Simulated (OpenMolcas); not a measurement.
Cr2+: ligand-field states by method

Cr2+ with its 6 nearest fluoride ions at 2.076 Å, on the Li site of LiF (a = 4.028 Å, distance in the model lattice 2.014 Å). The rest of the host is ab initio model potentials to 7.6 Å and point charges beyond; the distance is set by hand and nothing relaxes, and no local charge compensation is placed. Ligand basis ANO-RCC-VDZP.

```
Program             : OpenMolcas
Basis               : ANO-RCC-VTZP [6s5p3d2f1g]
Scalar Hamiltonian  : DKH2, point nucleus
Active space        : 4 electrons in 5 orbitals (3d)
State averaging     : 2S+1 = 5 even, 5 roots; 2S+1 = 3 even, 45 roots; 2S+1 = 1 even, 50 roots
Spin-orbit coupling : RASSI with atomic mean-field integrals over the reference wave functions
```

I. CASSCF
II. SS-CASPT2, IPEA 0.25 Eh, imaginary shift 0.1 Eh (closed shells correlated: 3s 3p and the ligand valence shells)

Spin-free states (labels of O, the rotations of Oh) in cm-1, each column counted from its own energy of the first state listed:

```tsv
State	Degeneracy	I	II
5E	2	0	0
5T2	3	10615	12030
3T1	3	11309	7190
3E	2	19920	16220
3T1	3	20512	15760
1T2	3	21279	14630
3T2	3	21315	16620
1E	2	22360	16010
3A2	1	23385	18300
3A1	1	23790	18420
1A1	1	27416	19120
3E	2	27527	21890
3T1	3	29573	26450
1A2	1	29730	24030
1T2	3	29812	23660
3T2	3	31219	28510
1T1	3	31584	24880
3T1	3	32487	30390
1E	2	35524	27360
3E	2	37187	32190
```

From I to II, I's first state of the same spin (5T2) moves from 10615 to 12030 cm-1, by about +1400 cm-1.

From I to II, I's first state of another spin (3T1) moves from 11309 to 7190 cm-1, by about -4100 cm-1.

χT at 300 K: I 2.97, II 2.97 cm3 K/mol.

Roots that are degenerate in the reference are averaged as groups; the widest CASPT2 spread within a group is 250 cm-1 (the 3-fold group of multiplicity 5 near 12000 cm-1 above the lowest state of its run, II). Shifts and gaps below about the spread of the groups concerned are not significant. Over all roots computed the reference weight is 0.73 to 0.75 in II; a low but even weight reflects the number of correlated electrons. An orbital doublet at a regular site is open to a Jahn-Teller distortion, which this geometry leaves out. Ligand-to-metal charge-transfer states are missing. With no ligand orbital active B as a rule stays too high, so bands that hang on it stand too high and its fall with covalency is understated. Without dynamic correlation the repulsion within the d shell is too large (B by tens of per cent), so at a given field states of lower spin stand too high (holds for I). With metal d orbitals alone and no dynamic correlation 10Dq can be off by a tenth to a fifth, either way, in oxide and fluoride hosts (holds for I). This shell can be high or low spin here, a state of another spin lies low, and with metal d orbitals alone active their balance is uncertain, so the ground spin may be wrong (holds for II). These CASPT2 states fit no ligand-field parameters well, so their order and spin gaps are uncertain (holds for II). With one d shell and no ligand orbital active, 10Dq can be off by tens of per cent for divalent 3d ions, low with halides held by bare charges and at times high in hosts (holds for II). Free-ion shares, where given, are those of the reference states; single-state CASPT2 does not remix them (holds for II). No measured value stands beside these numbers; the geometry was set by hand and not optimised.
